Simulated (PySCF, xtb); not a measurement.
Zn(SeH)(SiH3) (H₄SeSiZn), SMILES [Zn]([SeH])[SiH3].

GFN2-xTB in xtb at its own geometry gives an orbital gap of 3.27 eV and a dipole moment of 5.44 D.

The structure is a stationary point at B3LYP-D3(BJ)/def2-SVP. The values are those of a single conformer.

What does PBE/def2-TZVPD in PySCF give? (The exact figures need the calculation; the answer reports its results.)

gap 3.84 eV (levels -5.85 and -2.02 eV), dipole 1.01 D.
